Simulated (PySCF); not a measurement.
A structure optimised at B3LYP-D3(BJ)/def2-TZVP, used in a PySCF frequency run:

```
B
O 1 1.3578
H 2 0.9643 1 113.72
H 1 1.1961 2 114.90 3 -180.00
C 1 1.5676 4 121.51 2 -180.00
H 5 1.0939 1 114.71 4 180.00
H 5 1.0951 6 108.04 1 123.20
H 5 1.0951 6 108.04 7 113.61
```
Charge 0, spin multiplicity 1.

**Question.** Write its SMILES, formula and point group.

**Answer.** CBO, CH5BO, Cs

**Question.** What are its rotational constants (standard atomic weights)?

**Answer.** 45.495, 8.6820, 7.6275 GHz
